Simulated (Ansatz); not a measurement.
CuAg₄⁺. Total charge 1; singlet. Geometry PBE-D4/def2-SVP, basis def2-TZVP, Ansatz.

Cartesian coordinates in Å:
```
Ag -1.9106 0.2184 2.0139
Ag 2.1318 1.2814 -1.1125
Ag -0.0135 -0.0078 0.0213
Ag 0.2788 0.2709 -2.6973
Cu -0.4865 -1.7629 1.7746
```

```tsv
run	HOMO (eV)	LUMO (eV)
A	-9.53	-7.26
B	-9.98	-6.16
C	-9.49	-6.98
D	-11.58	-4.61
E	-9.99	-6.31
```

In the def2 sets Ag takes a core potential; there is no spin–orbit coupling. The structure comes from a short search, and lower isomers may exist.

**Question.** The runs used PBE, PBE0, r2SCAN, r2SCAN0, ωB97M-V. Estimate which is which.

**Answer.** A PBE (0 % exact exchange); B r2SCAN0 (25 % exact exchange); C r2SCAN (0 % exact exchange); D ωB97M-V (range-separated); E PBE0 (25 % exact exchange). Exact exchange lowers occupied and raises empty levels; among semilocal functionals meta-GGAs tend to open the gap a little, and such runs are hard to tell apart. The gap grows from 2.27 eV (PBE) to 6.97 eV (ωB97M-V).
